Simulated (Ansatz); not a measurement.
H2Zn (SMILES [ZnH2]), charge 0, multiplicity 1, relaxed at each level with Ansatz (a program for electronic structure); harmonic frequencies from differences of analytic forces, average atomic masses, frozen cores.

Q: Give the equilibrium geometry, the harmonic frequencies and the zero-point energy at MP2/def2-TZVPP.

A: 
(charge 0, multiplicity 1):
```xyz
3

Zn     0.0000     0.0000     0.0000
H      0.0000     0.0000    -1.5129
H      0.0000     0.0000     1.5129
```
Frequencies (cm⁻¹): 660, 660, 1980, 2009. Zero-point energy 7.59 kcal/mol.

Q: Give the equilibrium geometry, the harmonic frequencies and the zero-point energy at CCSD(T)/def2-TZVPP.

A: 
(charge 0, multiplicity 1):
```xyz
3

Zn     0.000     0.000     0.000
H      0.000     0.000    -1.533
H      0.000     0.000     1.533
```
Frequencies (cm⁻¹): 624, 624, 1898, 1922. Zero-point energy 7.25 kcal/mol.
